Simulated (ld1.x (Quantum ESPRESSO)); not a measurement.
# Au (Z = 79) PAW: all-electron and pseudo phase curves

- Element: Au (Z = 79)
- Generator: ld1.x (Quantum ESPRESSO) 7.5
- Type: PAW
- Functional: PBEsol
- Relativity: non-relativistic
- Frozen core: [Kr] 4d10 4f14
- Valence charge: 19
- Reference configuration: 5s2 5p6 5d10 6s0.75 6p0 (charge +0.25)
- Partial waves: 5s (bound): rcut 1.30, rcutus 1.50 bohr; 6s (bound): rcut 1.30, rcutus 1.50 bohr; 5p (bound): rcut 1.60, rcutus 2.10 bohr; 6p (bound, empty): rcut 1.60, rcutus 2.10 bohr; 5d (bound): rcut 1.75, rcutus 2.40 bohr; 5d channel at 0.05 Ry: rcut 1.75, rcutus 2.40 bohr
- Local potential: all-electron potential smoothed inside 1.60 bohr (lloc = -1)
- Core correction: Bessel-smoothed model core, default radius (core density twice the valence density)
- Augmentation charge: BESSEL, radius 1.35 bohr

The phase is arctan(r·u′/u) with u = r·R(r), unwrapped; energies in Ry, scanned from -8 to 5 Ry. A pole is an energy at which the radial function vanishes at the test radius. The pseudo phase is shifted by a multiple of π to meet the all-electron one at the reference energy, and phase errors are pseudo minus all-electron; the curves can meet again beyond the range given. Levels narrower than the energy grid can be missing from the lists of poles.

| channel | radius (bohr) | reference energy (Ry) | poles, all-electron | poles, pseudo | unbroken range about the reference energy with phases within 0.05 rad | phase error 1 Ry above the reference energy (rad) |
| --- | --- | --- | --- | --- | --- | --- |
| s | 2.58 | -0.42 | -6.32, 2.31 | -6.32, 2.09 | below 2.8 | -0.005 |
| p | 2.58 | -0.14 | -4.08, 3.56 | -4.08, 3.12 | -4.1 to 4.1 | -0.033 |
| d | 2.58 | -0.73 | -0.39 | -7.61, -0.52, -0.35 | -0.8 to -0.6 | -3.139 |

The ghost test of this file was not conclusive. Its overlap operator is not positive definite in a basis up to 400 Ry (lowest eigenvalue p -0.37, d -1.09), so the file is unfit for use: the generalised eigenproblem breaks down once the basis is large enough, and its test numbers describe a broken file.

Phases in the s channel:

| E (Ry) | all-electron | pseudo |
| --- | --- | --- |
| -8.00 | 1.421 | 1.421 |
| -7.52 | 1.415 | 1.414 |
| -7.04 | 1.405 | 1.405 |
| -6.56 | 1.379 | 1.379 |
| -6.08 | -1.724 | -1.724 |
| -5.60 | -1.745 | -1.745 |
| -5.12 | -1.758 | -1.758 |
| -4.64 | -1.771 | -1.772 |
| -4.16 | -1.787 | -1.788 |
| -3.68 | -1.806 | -1.807 |
| -3.20 | -1.831 | -1.831 |
| -2.72 | -1.864 | -1.865 |
| -2.24 | -1.912 | -1.913 |
| -1.76 | -1.987 | -1.988 |
| -1.28 | -2.123 | -2.125 |
| -0.80 | -2.434 | -2.435 |
| -0.32 | -3.240 | -3.240 |
| 0.16 | -4.079 | -4.082 |
| 0.64 | -4.409 | -4.415 |
| 1.12 | -4.554 | -4.563 |
| 1.60 | -4.636 | -4.649 |
| 2.08 | -4.691 | -4.712 |
| 2.56 | -4.733 | -4.768 |
| 3.04 | -4.770 | -4.834 |
| 3.52 | -4.804 | -4.953 |
| 4.00 | -4.841 | -5.484 |
| 4.48 | -4.885 | -7.443 |
| 4.96 | -4.942 | -7.721 |
